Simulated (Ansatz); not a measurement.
Ansatz (an electronic-structure program) input file for tert-butyl chloride (C4H9Cl), SMILES ClC(C)(C)C, PBE0/def2-TZVPD. Geometry optimised at B3LYP-D3(BJ)/def2-SVP.

Ansatz 0.2 input:
```yaml
crystal:
  periodic: [false, false, false]
  atoms:
    - {symbol: C, position_ang: [-1.26302617, -0.72920850, -0.81367728]}
    - {symbol: C, position_ang: [-0.00000000, 0.00000000, -0.36668176]}
    - {symbol: C, position_ang: [0.00000000, 1.45841700, -0.81367728]}
    - {symbol: C, position_ang: [1.26302618, -0.72920850, -0.81367728]}
    - {symbol: Cl, position_ang: [-0.00000000, 0.00000000, 1.48524016]}
    - {symbol: H, position_ang: [-1.30546544, -0.75371081, -1.91556536]}
    - {symbol: H, position_ang: [-1.27188220, -1.76430619, -0.44268418]}
    - {symbol: H, position_ang: [-2.16387508, -0.21932920, -0.44268418]}
    - {symbol: H, position_ang: [-0.89199288, 1.98363540, -0.44268419]}
    - {symbol: H, position_ang: [0.89199288, 1.98363539, -0.44268419]}
    - {symbol: H, position_ang: [0.00000001, 1.50742165, -1.91556536]}
    - {symbol: H, position_ang: [1.30546543, -0.75371082, -1.91556535]}
    - {symbol: H, position_ang: [1.27188219, -1.76430619, -0.44268417]}
    - {symbol: H, position_ang: [2.16387508, -0.21932921, -0.44268418]}
basis:
  gaussian:
    orbitals: def2-TZVPD
hamiltonian:
  xc: {name: PBE0}
```

Program output:

```
WARN ansatz: RAYON_NUM_THREADS=2 ignored (pool sized by the plan → 2); use --threads N
Functional definition: PBE0
integrals: 0.23 GiB planned
1463 factors; their error is unknown
mean field: 2.13 GiB planned
mean field evaluation 1: about -16800.0474 eV, gradient 6.8e1 eV
mean field evaluation 2: about -16793.4402 eV, gradient 8.2e1 eV
mean field evaluation 4: about -16810.6288 eV, gradient 4.3e0 eV
mean field evaluation 8: about -16810.6671 eV, gradient 4.2e-2 eV
mean field evaluation 16: about -16810.6613 eV, gradient 3.4e-5 eV
mean field -16810.66130987 eV, -617.7804084621 hartree, gradient 3.4e-5 eV, S^2 0.000000; 0 other end points of the search recorded, 0 dependent functions left out
reference -16810.66135819 eV, -617.7804102380 hartree; 25, 25 occupied and 250, 250 virtual orbitals, 1463 factors
Total energy: -16810.66135819 eV, -617.7804102380 hartree
```

The run converged.

Cost: roughly 15 core-seconds.
